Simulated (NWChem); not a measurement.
System: C2H9NSi; SMILES [SiH2](C)CN

```xyz
13

C      0.9775     1.6001     0.1121
Si    -0.6349     0.6592    -0.1332
C     -0.4538    -1.1493     0.4062
N      0.6695    -1.7739    -0.2752
H      1.2886     1.5917     1.1687
H      0.8703     2.6505    -0.1995
H      1.7845     1.1553    -0.4914
H     -1.7215     1.2961     0.6811
H     -1.0360     0.7175    -1.5731
H     -0.4337    -1.2074     1.5173
H     -1.3870    -1.6548     0.1013
H      1.5495    -1.3762     0.0462
H      0.7177    -2.7700    -0.0694
```
Atoms are numbered in this order, from 1.

Level: PBE0/def2-SVP (NWChem), optimised geometry, unscaled harmonic frequencies. 

List the harmonic frequencies with IR intensities, and the thermochemistry.


| frequency (cm⁻¹) | IR intensity (km/mol) |
|---|---|
| 97 | 2.6 |
| 168 | 4.3 |
| 178 | 2.4 |
| 261 | 36.2 |
| 306 | 17.2 |
| 488 | 16.3 |
| 608 | 8.1 |
| 629 | 11.0 |
| 685 | 11.2 |
| 744 | 65.4 |
| 792 | 100.2 |
| 880 | 16.6 |
| 887 | 81.8 |
| 913 | 171.9 |
| 947 | 90.6 |
| 1090 | 10.0 |
| 1118 | 4.0 |
| 1261 | 25.9 |
| 1269 | 5.6 |
| 1339 | 0.9 |
| 1431 | 4.3 |
| 1436 | 4.0 |
| 1460 | 6.2 |
| 1643 | 19.8 |
| 2206 | 141.5 |
| 2227 | 118.5 |
| 2960 | 63.1 |
| 3057 | 3.0 |
| 3086 | 11.9 |
| 3161 | 3.7 |
| 3164 | 2.6 |
| 3536 | 1.1 |
| 3618 | 2.6 |

- zero-point energy = 68.1 kcal/mol
- thermal correction to the enthalpy at 298.15 K (with zero-point energy) = 72.9 kcal/mol
- heat capacity Cv = 23.9 cal/(mol K)
- entropy at 298.15 K and 1 atm (symmetry number 1) = 79.0 cal/(mol K)
- dipole moment = 1.78 D

Rigid rotor and harmonic oscillator; modes under 100 cm⁻¹ make the entropy uncertain.
